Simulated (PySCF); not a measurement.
## Electron correlation in Ne+ (neon, charge +1)

[He] 2s2 2p5, 2P determinant. All numbers are calculated (PySCF 2.14, no relativity, point nucleus, in aug-cc-pVDZ (4s3p2d, 23 functions)). Frozen: 1s2; 7 electrons correlated.

MP2 pair energies summed by pair of shells (mhartree):

```
 pair  energy  share (%)
2p-2p  -92.65       65.2
2s-2p  -42.01       29.6
2s-2s   -7.49        5.3
```

Total MP2 correlation energy: -142.14 mhartree.

Same-spin part -35.62 and opposite-spin part -106.52 mhartree; SCS-MP2 scales them by 1/3 and 6/5 to -139.70 mhartree.

```
  level  correlation energy (mhartree)
   CCSD                        -153.55
    (T)                          -1.65
CCSD(T)                        -155.20
```

Diagnostics: T1 = 0.0053, D1 = 0.0085, largest double amplitude 0.031.

Cost of the coupled-cluster step: 0.17 s of wall time on 1 thread of Intel(R) Xeon(R) 6975P-C (shared host), for 7 correlated electrons.

Iterations:

```
CC2 = 0
CCSD nocc = (np.int64(4), np.int64(3)), nmo = (22, 22)
frozen orbitals [[0], [0]]
max_cycle = 100
direct = 0
conv_tol = 1e-08
conv_tol_normt = 1e-06
diis_space = 8
diis_start_cycle = 0
Init t2, MP2 energy = -0.142144599548305
Init E_corr(UCCSD) = -0.142144599549723
cycle = 1  E_corr(UCCSD) = -0.151108101082026  dE = -0.00896350153  norm(t1,t2) = 0.022468
cycle = 2  E_corr(UCCSD) = -0.152958881567141  dE = -0.00185078049  norm(t1,t2) = 0.00546388
cycle = 3  E_corr(UCCSD) = -0.153529510798648  dE = -0.000570629232  norm(t1,t2) = 0.00235451
cycle = 4  E_corr(UCCSD) = -0.153560315530145  dE = -3.08047315e-05  norm(t1,t2) = 0.000626038
cycle = 5  E_corr(UCCSD) = -0.153543805741288  dE = 1.65097889e-05  norm(t1,t2) = 0.000252366
cycle = 6  E_corr(UCCSD) = -0.15354709547007  dE = -3.28972878e-06  norm(t1,t2) = 3.57121e-05
cycle = 7  E_corr(UCCSD) = -0.153547196027776  dE = -1.00557706e-07  norm(t1,t2) = 7.19263e-06
cycle = 8  E_corr(UCCSD) = -0.153547060743341  dE = 1.35284435e-07  norm(t1,t2) = 1.8826e-06
cycle = 9  E_corr(UCCSD) = -0.153547054851604  dE = 5.89173604e-09  norm(t1,t2) = 3.23829e-07
UCCSD converged
E(UCCSD) = -127.9204287785829  E_corr = -0.1535470548516045
UCCSD(T) correction = -0.00165086859841274
```
